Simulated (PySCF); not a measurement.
# `O[C@@H]1C[C@]12CCOC2`, C₆H₁₀O₂

Geometry:
```csv
atom,x (Å),y (Å),z (Å)
O1,2.147,0.824,-0.784
C2,1.528,0.293,0.342
C3,1.239,-1.184,0.416
C4,0.119,-0.207,0.209
C5,-0.624,-0.108,-1.112
C6,-1.907,0.612,-0.688
O7,-2.167,0.167,0.629
C8,-0.923,0.076,1.288
H9,3.051,0.495,-0.838
H10,1.798,0.796,1.270
H11,1.533,-1.789,-0.429
H12,1.330,-1.677,1.372
H13,-0.855,-1.102,-1.498
H14,-0.054,0.448,-1.853
H15,-2.776,0.365,-1.298
H16,-1.753,1.701,-0.694
H17,-0.695,1.021,1.806
H18,-0.999,-0.724,2.029
```

Method: PySCF 2.14.0, TDDFT CAM-B3LYP/def2-SVPD circular dichroism and optical rotation, one conformer, gas phase. Geometry: GFN2-xTB.

The molecule is flexible and this is one conformer; a measurement averages over conformers.

(1) Assign R or S to each stereocentre.

(2) List the lowest 12 singlet excitations with oscillator and rotatory strengths.

Answers

(1) C2 R, C4 S.

(2) Rotatory strengths R in 10⁻⁴⁰ esu² cm², velocity form and length form (origin at the centre of mass); f in length form.
```csv
state,E (eV),λ (nm),f,R (velocity),R (length),main
1,7.01,177,0.004,+17.3,+15.9,"HOMO−1→LUMO 0.53, HOMO−2→LUMO 0.26"
2,7.17,173,0.014,-6.1,-6.0,"HOMO→LUMO+1 0.65, HOMO→LUMO 0.16"
3,7.42,167,0.014,+16.8,+16.1,"HOMO−2→LUMO 0.61, HOMO−1→LUMO 0.21"
4,7.81,159,0.021,-43.1,-43.5,"HOMO→LUMO+2 0.36, HOMO→LUMO 0.18"
5,7.94,156,0.018,+12.0,+12.2,"HOMO→LUMO+3 0.40, HOMO→LUMO+5 0.17"
6,8.07,154,0.010,+6.7,+7.6,"HOMO−1→LUMO+1 0.26, HOMO→LUMO 0.21"
7,8.12,153,0.012,-22.1,-20.0,"HOMO−2→LUMO+2 0.17, HOMO−1→LUMO+2 0.15"
8,8.16,152,0.007,+10.0,+9.6,"HOMO−1→LUMO+3 0.48, HOMO−1→LUMO+1 0.10"
9,8.20,151,0.006,-0.2,+3.9,"HOMO−1→LUMO+2 0.40, HOMO−1→LUMO+3 0.22"
10,8.24,150,0.012,+0.5,+0.8,"HOMO−2→LUMO+1 0.16, HOMO−2→LUMO+3 0.15"
11,8.38,148,0.017,-7.7,-7.3,"HOMO−2→LUMO+2 0.51, HOMO−2→LUMO+3 0.23"
12,8.40,148,0.008,+17.1,+16.6,"HOMO→LUMO+4 0.37, HOMO→LUMO+1 0.15"
```

For state 9 the two forms differ in sign, so the sign of R isn't settled.

Among the states computed, the strongest CD band (largest |R|) is state 4. The largest dissymmetry factor in size, g = 4R/(D+G), with D and G the electric and magnetic dipole strengths, is +0.042 for state 1 (velocity form, f = 0.004), among bands with |R| over 0.5. The mirror image has the same energies and oscillator strengths and all R with the opposite sign.
